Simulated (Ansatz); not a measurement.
The same molecule with X = O, S, Se. Ansatz, PBE0-D4/def2-TZVP geometries, multiplicity 1. Each molecule was computed in one conformer, which needn't be the lowest.

Scalar relativity is left out up to krypton.

```csv
X,molecule,mean X–C bond length / Å,size of the dipole moment (PBE/def2-TZVPP) / D,LUMO energy (PBE0/def2-TZVPP) / eV,size of the dipole moment (B3LYP/def2-TZVPP) / D
O,`COCN`,1.407,1.32,1.07,1.39
S,`CSCN`,1.811,1.52,0.86,1.51
```

Question: Give the row for X = Se, `C[Se]CN`. (Best estimate.)

Answer: Computed: 
```json
{"X": "Se", "molecule": "`C[Se]CN`", "mean X–C bond length / Å": "1.963", "size of the dipole moment (PBE/def2-TZVPP) / D": "1.51", "LUMO energy (PBE0/def2-TZVPP) / eV": "0.43", "size of the dipole moment (B3LYP/def2-TZVPP) / D": "1.48"}
```

From O to Se the mean X–C bond length rises at each step, by 0.556 Å in all; the LUMO energy (PBE0/def2-TZVPP) falls at each step, by 0.64 eV in all. Bonds lengthen as the atom grows down the group. Dipoles are sizes alone, and their direction can turn along the series.

B3LYP here is the variant with VWN-RPA as its local correlation; programs differ in this.
